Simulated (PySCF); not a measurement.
Se(Cl)2 cation (Cl2Se), SMILES Cl[Se]Cl (connectivity only; charge and spin as stated), charge +1, multiplicity 2.

Geometry optimised at TPSSh-D3(BJ)/def2-TZVP. The spin state was assumed, not searched. The isomer is the one that the SMILES or the coordinates give; other isomers of the formula were not compared.

Level of theory: TDA-B3LYP/def2-SVPD run with PySCF.

Vertical excitations. The molecule is in vacuum.

```csv
state,energy (eV),λ (nm),f,main pairs
root 1,2.69,460,0.000,β HOMO→LUMO 100 %
root 2,2.90,428,0.000,β HOMO−2→LUMO 99 %
root 3,3.19,388,0.037,β HOMO−1→LUMO 91 %
root 4,3.31,375,0.000,α HOMO→LUMO 98 %
root 5,3.74,332,0.000,α HOMO→LUMO+1 98 %
root 6,4.50,275,0.014,β HOMO−3→LUMO 92 %
root 7,4.68,265,0.000,"α HOMO−1→LUMO 52 %, β HOMO→LUMO+1 39 %"
root 8,4.93,252,0.000,"α HOMO−2→LUMO 48 %, α HOMO−1→LUMO+1 8 %, β HOMO−2→LUMO+1 37 %, β HOMO→LUMO+2 6 %"
root 9,5.06,245,0.000,"α HOMO−3→LUMO 17 %, β HOMO−1→LUMO+1 78 %"
root 10,5.11,243,0.001,β HOMO−4→LUMO 98 %
```
Unrestricted roots are not spin-pure.
